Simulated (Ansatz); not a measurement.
Consider the ligand exchange at the Si–C bond: `[SiH3]C1C=N1` + `O[AsH2]` → `[SiH3]O[AsH2]` + `C1=NC1`.

Gas-phase electronic energies from Ansatz, PBE0-D4/def2-TZVP geometries. CCSD(T)/CBS adds triple-zeta CCSD(T) − MP2 to the extrapolated MP2 energy (def2 sets, frozen cores). Functionals use def2-TZVPP. For As outer-core shells are correlated without core-valence functions, which leaves a few kJ/mol of doubt a bond. Scalar relativity is left out up to krypton.

```json
{"level": "B2PLYP", "ΔE (kJ/mol)": "-104.8"}
{"level": "r2SCANh", "ΔE (kJ/mol)": "-100.4"}
```

Problem. What does CCSD(T)/CBS give? (An estimate is asked.)

Solution. Computed: -101.4 kJ/mol. The listed levels differ from it by -3.4, 1.0 kJ/mol.

Problem. What do rigid-rotor, harmonic-oscillator terms from PBE0-D4/def2-TZVP frequencies (298.15 K, 1 bar) make of the CCSD(T)/CBS value? (Best estimate.)

Solution. The calculation gave: ΔZPE = +2.8 kJ/mol, ΔH = -98.7 kJ/mol, ΔS = 14 J/(mol·K), ΔG = -102.8 kJ/mol. Modes under 50 cm⁻¹ make the entropy rough.

Largest T1 diagnostic among the species: 0.012.

From BLYP to BHLYP (50 % exact exchange), in def2-TZVPP and without D4, ΔE moves by −14.4 kJ/mol. In def2-TZVPP, CCSD(T) changes the Hartree–Fock value by +21.0 kJ/mol (the triples alone add +3.6 kJ/mol) and MP2 by +19.9 kJ/mol. Leaving LDA and LC-ωPBE aside and taking each functional with its dispersion term where it has one, the values, not all of them listed here, spread over 27.1 kJ/mol, from BHLYP-D4 to revPBE-D4.
